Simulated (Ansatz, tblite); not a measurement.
Forces on the cluster Al₃Sb₃ at its PBE0-D4/def2-SVP geometry. Charge 0, multiplicity 1.

In the def2 sets Sb takes a core potential; there is no spin–orbit coupling. The xTB rows come from tblite. The restricted singlet is unstable towards broken spin symmetry in Hartree–Fock (as tested in another run); at PBE-D4/def2-TZVP this wasn't settled. Another isomer (singlet) lies 0.02 eV lower at PBE0-D4/def2-TZVP; other spin states weren't run for this one.

GFN1-xTB (tblite), largest force 1.14 eV/Å:

```xyz
6
positions Å, forces eV/Å
Al   -1.924    0.442   -0.573    0.207    0.655    0.096
Al    2.237   -1.647    0.610   -1.030    0.394   -0.299
Al   -0.624    2.720   -0.060   -0.077   -1.109   -0.078
Sb    0.089    0.138    1.522    0.169   -0.083   -0.406
Sb    0.927    0.271   -1.188   -0.087   -0.124    0.421
Sb   -0.705   -1.924   -0.312    0.818    0.267    0.266
```

GFN2-xTB (tblite), largest force 0.99 eV/Å:

```
Al 0.160 0.338 0.066
Al -0.368 0.376 -0.095
Al -0.198 -0.671 -0.094
Sb 0.354 -0.338 -0.864
Sb -0.185 -0.423 0.879
Sb 0.237 0.717 0.108
```

PBE-D4/def2-TZVP (Ansatz), largest force 0.25 eV/Å:

```
Al -0.111 0.163 -0.026
Al 0.058 -0.084 0.014
Al -0.024 0.031 -0.006
Sb -0.011 0.065 0.104
Sb 0.048 0.074 -0.086
Sb 0.038 -0.249 0.000
```
